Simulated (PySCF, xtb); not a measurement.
GaF2Br, SMILES [F][Ga]([F])[Br].

GFN2-xTB in xtb 6.7.1 at its own geometry gives an orbital gap of 3.53 eV and a dipole moment of 0.54 D.

The structure is a stationary point at PBE0-D3(BJ)/def2-SVP. The structure was generated by enumeration; whether it is a known compound was not checked.

**Question.** What does PBE0/def2-TZVPD run with PySCF give? (An estimate is asked for; the answer gives what the named calculation found.)

**Answer.** gap 7.08 eV (levels -9.45 and -2.37 eV), dipole 1.44 D.
